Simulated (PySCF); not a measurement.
Stepwise substitution at one centre (Sn OH-OCH3). All species are isolated molecules in the gas phase. One relaxed conformer stands for each flexible species; it need not be the lowest. Strings in code marks are SMILES.

The T1 excitation (TDA) from two functionals at the same geometries (PBE0-D4/def2-SVP), both in PySCF: PBE-D3(BJ)/def2-TZVP and B3LYP-D3(BJ)/def2-TZVP. B3LYP has the VWN-RPA correlation part, as in Gaussian. Excitations are Tamm–Dancoff values on a coarser integration grid. The basis has no diffuse functions, so Rydberg states are missing or too high.

```csv
species,PBE-D3(BJ)/def2-TZVP (eV)
0 of 4 OH replaced by OCH3 (`[OH][Sn]([OH])([OH])[OH]`),4.36
1 of 4 OH replaced by OCH3 (`C[O][Sn]([OH])([OH])[OH]`),3.57
2 of 4 OH replaced by OCH3 (`[O]([Sn]([O]C)([OH])[OH])C`),3.56
3 of 4 OH replaced by OCH3 (`C[O][Sn]([OH])([O]C)[O]C`),3.52
```

Problem. What does B3LYP-D3(BJ)/def2-TZVP give for each?

Solution. 
- 0 of 4 OH replaced by OCH3 (`[OH][Sn]([OH])([OH])[OH]`): 4.96
- 1 of 4 OH replaced by OCH3 (`C[O][Sn]([OH])([OH])[OH]`): 4.26
- 2 of 4 OH replaced by OCH3 (`[O]([Sn]([O]C)([OH])[OH])C`): 4.23
- 3 of 4 OH replaced by OCH3 (`C[O][Sn]([OH])([O]C)[O]C`): 4.20
Over these rows, drawn at random from the members with no instability flagged (it was tested for open shells, ions and some series alone), PBE minus B3LYP-D3(BJ): mean -0.66 eV, from -0.69 eV to -0.60 eV.
